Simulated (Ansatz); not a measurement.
`[Cl][SnH]([Cl])[Cl]` + `C#[C][AlH][GeH3]` → `C#[C][SnH]([Cl])[Cl]` + `[Cl][AlH][GeH3]`  (redistribution)

Gas-phase electronic energies from Ansatz, PBE0-D4/def2-TZVP geometries. CCSD(T)/CBS adds triple-zeta CCSD(T) − MP2 to the extrapolated MP2 energy (def2 sets, frozen cores). Functionals use def2-TZVPP. def2 core potentials past Kr. For Ge, Sn outer-core shells are correlated without core-valence functions, which leaves a few kJ/mol of doubt a bond. Scalar relativity is left out up to krypton.

```tsv
level	ΔE (kJ/mol)
revPBE-D4	-24.7
BLYP-D4	-22.8
PBE0-D4	-29.4
BHLYP-D4	-29.9
ωB97M-V	-32.4
B2PLYP	-31.9
PBE0	-29.3
RPA@PBE/def2-TZVPP	-38.9
```

What does CCSD(T)/CBS give? (Best estimate.)

The calculation gave: -34.3 kJ/mol. The listed levels differ from it by 9.6, 11.5, 4.9, 4.4, 1.9, 2.4, 5.0, -4.6 kJ/mol.

Largest T1 diagnostic among the species: 0.013.

From r2SCAN to r2SCAN0 (25 % exact exchange), in def2-TZVPP and without D4, ΔE moves by −3.4 kJ/mol. At CCSD(T), def2-SVP lies −3.7 kJ/mol from the extrapolated value and def2-TZVPP −5.5 kJ/mol.
